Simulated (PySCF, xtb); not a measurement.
Si(H)2(SH)2 (H₄S₂Si), SMILES S[SiH2]S. The values are those of a single conformer.

Harmonic wavenumbers (cm⁻¹) from GFN2-xTB (xtb) at its own minimum, in rising order: 122, 126, 183, 440, 469, 542, 564, 647, 706, 740, 755, 2381, 2386, 2458, 2460.

### Question
What does B3LYP-D3(BJ)/def2-TZVP run with PySCF 2.14.0 give at its own minimum? (The exact figures need the calculation; the answer reports its results.)

### Answer
145, 222, 250, 462, 488, 536, 634, 746, 829, 887, 944, 2240, 2251, 2669, 2670. Paired by order, the mean absolute difference is 104 cm⁻¹ and the zero-point energies are 21.4 and 22.8 kcal/mol.
